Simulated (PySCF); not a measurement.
C₄H₁₁BO₂, SMILES COB(O)C(C)C (GFN2-xTB optimised geometry):

```
18

B     -0.145    -0.137     0.000
O     -0.722    -1.361     0.002
H     -0.092    -2.083     0.004
O      1.214    -0.137     0.000
C      2.074     0.971    -0.001
H      2.702     0.926     0.893
H      2.712     0.917    -0.886
H      1.531     1.918    -0.009
C     -1.123     1.144     0.000
C     -1.987     1.157     1.267
C     -2.029     1.128    -1.237
H     -0.557     2.083    -0.020
H     -2.670     2.004     1.256
H     -2.568     0.240     1.326
H     -1.364     1.225     2.157
H     -1.437     1.176    -2.148
H     -2.712     1.976    -1.222
H     -2.611     0.211    -1.255
```

Computed with PySCF with PBE0/def2-SVP.

Task: What are the frontier orbital energies and the dipole moment?

Result: HOMO-2 -9.05 eV, HOMO-1 -8.30 eV, HOMO -7.94 eV, LUMO 1.66 eV, LUMO+1 1.73 eV; dipole moment 1.77 D.

On the same geometry PBE/def2-SVP in PySCF gives HOMO-2 -7.58 eV, HOMO-1 -6.66 eV, HOMO -6.46 eV, LUMO 0.65 eV, LUMO+1 0.86 eV; dipole moment 1.72 D.

Meta-Löwdin charges at PBE0/def2-SVP: B1 0.41, O2 -0.49, H3 0.33, O4 -0.38, C5 -0.07, H6 0.11, H7 0.11, H8 0.09, C9 -0.17, C10 -0.29, C11 -0.29, H12 0.08, H13 0.09, H14 0.10, H15 0.09, H16 0.09, H17 0.09, H18 0.10.
